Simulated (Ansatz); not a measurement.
Coupled-cluster diagnostics for W₃O₅ (the lowest singlet isomer of a short search), Ansatz.

Geometry of the singlet (r2SCAN-D4/def2-SVP):

Cartesian coordinates in Å:
```
W 0.2532 -1.0065 0.9064
W 1.1526 1.2408 0.1987
W -0.9214 0.3818 -0.9506
O 1.0886 0.5407 1.9248
O -1.6157 -0.8075 0.4183
O -0.7484 -0.1788 -2.5670
O 1.1287 -2.3974 0.4006
O -0.3376 2.2269 -0.3312
```

In the def2 sets W takes a core potential; there is no spin–orbit coupling. Correlated methods freeze 5 core orbitals; core or outer-core shells of W are correlated, in sets that lack core-valence functions. At PBE0-D4/def2-TZVP a triplet of charge 0 lies 0.07 eV below the restricted singlet, each at its own geometry. The structure comes from a short search, and lower isomers may exist.

Problem. Estimate the CCSD(T) correlation energy, the shares of MP2 and (T), T1 and the reference's ⟨S²⟩ for: charge 0, singlet, own geometry in def2-SVP; and the rough time on 4 threads of AMD EPYC 9R45 on a shared host.

Solution. 
| state | basis | correlation (eV) | MP2 share (%) | (T) share (%) | T1 | ⟨S²⟩ (pure) | wall time | remarks |
| --- | --- | --- | --- | --- | --- | --- | --- | --- |
| charge 0, singlet, own geometry | def2-SVP | -55.658 | 101.8 | 6.2 | 0.050 | 0.00 (0.00) | 98 s | restricted SCF unstable |
Customary marks for T1 are 0.02 (closed shells), 0.045 (open shells) and about 0.05 (3d metals). T1 exceeds 0.02 in 1 of 1 rows and 0.045 in 1; the higher it lies, the less the single-reference result can be trusted.
